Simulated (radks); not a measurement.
Values are calculated unless marked as measured or tabulated.
The antimony anion Sb3-, [Xe], held by a Watson sphere: a shell of charge +3 at radius R that stands for the Madelung well of a crystal (potential energy -3/R inside, -3/r outside, in hartree with lengths in bohr). Code: a radial shooting solver on a logarithmic mesh with Libxc functionals. Model: scalar-relativistic Kohn-Sham, LDA (Slater exchange, VWN5 correlation), spin-unpolarised, spherical densities, finite nucleus; Fermi nuclear charge, rms radius of each element as measured or else 0.836 A^(1/3) + 0.57 fm. Response by self-consistent Sternheimer equations with the Hartree and adiabatic LDA kernel, the relativistic mass of each level held fixed and spin-orbit coupling left out. The sphere does not respond.

\begin{tabular}{lrrrrrrr}
R (bohr) & e(4d) (eV) & e(5s) (eV) & e(5p) (eV) & <r> 5p (bohr) & sum of <r^2> (bohr^2) & X-ray form factor at sin(theta)/lambda = 0.3 1/angstrom & alpha (bohr^3) \\ \hline
2.37 & -33.889 & -15.645 & -7.399 & 2.703 & 82.61 & 35.170 & 45.15 \\
2.55 & -33.190 & -15.068 & -7.135 & 2.772 & 85.58 & 35.196 & 49.85 \\
3.11 & -31.869 & -13.498 & -6.241 & 2.994 & 95.49 & 35.298 & 69.65 \\
4.12 & -30.775 & -11.530 & -4.740 & 3.386 & 114.8 & 35.409 & 130.5 \\
5.2 & -30.141 & -10.322 & -3.545 & 3.780 & 137.2 & 35.432 & 249.8 \\
\end{tabular}
